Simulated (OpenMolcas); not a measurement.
## Ne2+: the spin-orbit constant, Slater's ratio, worked from levels

```yaml
Program: OpenMolcas
Basis: ANO-RCC-VTZP [4s3p2d1f]
Scalar_Hamiltonian: DKH2, point nucleus
Active_space: 6 electrons in 8 orbitals (2s 2p 3s 3p)
State_averaging: 2S+1 = 3 even, 3 roots; 2S+1 = 1 even, 6 roots; 2S+1 = 3 odd, 3 roots; 2S+1 = 1 odd, 3 roots
Spin-orbit_coupling: RASSI with atomic mean-field integrals over the reference wave functions, term energies averaged over their components
```

Methods: CASSCF; SS-CASPT2, IPEA 0.25 Eh, imaginary shift 0.1 Eh (closed shells correlated: 1s). Measured levels: Moore, Atomic Energy Levels, vol. I, NSRDS-NBS 35 (1971 reprint of NBS Circular 467, 1949).

**The spin-orbit constant.** For the Hund term ³P of p4, E(J) = (A/2) J(J+1) + constant and ζ = -2S·A = -2A. From J = 0 to J = 2 the energy changes by 3 A.

| Source | E(2) - E(0) | A | ζ |
| --- | --- | --- | --- |
| CASSCF | -856.6 | -285.5 | 571 |
| SS-CASPT2 | -858.1 | -286.0 | 572 |
| measured | -927.0 | -309.0 | 618 |

All in cm-1. SS-CASPT2 is off by -7.4 % and CASSCF by -7.6 %. Both methods take the spin-orbit matrix elements from the reference wave functions, so the second can move ζ only through the term energies and any multistate remixing. Second-order mixing with other terms is absorbed into this ζ.

**Slater's ratio.** With one set of orbitals, p4 has ¹D - ³P = 6 F2 and ¹S - ¹D = 9 F2 (F2 = F²/25), a ratio of 3/2. Term energies are centres of gravity, weighted by 2J + 1.

```json
{"Source": "CASSCF", "¹D - ³P": "27717", "¹S - ³P": "51346", "F2 from the first": "4620", "Ratio": "0.853"}
{"Source": "SS-CASPT2", "¹D - ³P": "26231", "¹S - ³P": "55930", "F2 from the first": "4372", "Ratio": "1.132"}
{"Source": "measured", "¹D - ³P": "25521", "¹S - ³P": "55427", "F2 from the first": "4254", "Ratio": "1.172"}
```

Energies in cm-1. A ratio away from 3/2 shows effects beyond one configuration with one set of orbitals, and in heavier atoms second-order spin-orbit shifts. In CASSCF the valence s occupation is 1.93 in ¹S against 2.00 in ¹D: mixing out of s² acts most on ¹S and pulls it down.

Active for correlation alone: 3p 3s; no level in the range computed is led by a configuration that fills them, so any true level of that kind is missing. Measured partners are found by configuration, term and J. A level has none where our copy of the source lacks it or the pairing is in doubt (some pairs that miss far off the trend of their configuration count as doubtful), and it then counts in no deviation. Only configurations of the active space appear.
